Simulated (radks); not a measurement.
Spherical quantum dot in the effective-mass picture: electrons in a hard-walled sphere of radius 1.51, all in effective atomic units (hartree* = m*/eps^2 hartree, bohr* = eps/m* bohr), one dielectric constant everywhere. Calculated with a radial shooting solver with Libxc functionals: non-relativistic Kohn-Sham, exchange-only LDA, spin-polarised, spherical densities. Levels are named by radial order and angular momentum (1s, 1p, 1d, 2s, ...), and open shells are averaged over m.

N = 9, configuration 1s2 1p6 1d(up 1, down 0). This is the lowest configuration that the search found. Occupied and some empty levels:

| level | occupation | eigenvalue (hartree*) | <r> (bohr*) |
|---|---|---|---|
| 1s up | 1 | 10.399 | 0.8374 |
| 1s down | 1 | 10.461 | 0.8354 |
| 1p up | 3 | 12.220 | 0.9419 |
| 1p down | 3 | 12.292 | 0.9411 |
| 1d up | 1 | 14.777 | 1.009 |
| 1d down | 0 | 14.854 | 1.009 |
| 2s up | 0 | 16.956 | 0.7261 |
| 2s down | 0 | 16.997 | 0.7270 |
| 1f up | 0 | 17.982 | 1.058 |
| 1f down | 0 | 18.060 | 1.058 |
| 2p up | 0 | 21.229 | 0.8056 |
| 2p down | 0 | 21.278 | 0.8057 |

Energy (hartree*): total 71.9316, kinetic 39.099, external 0, Hartree 39.446, exchange-correlation -6.6131.
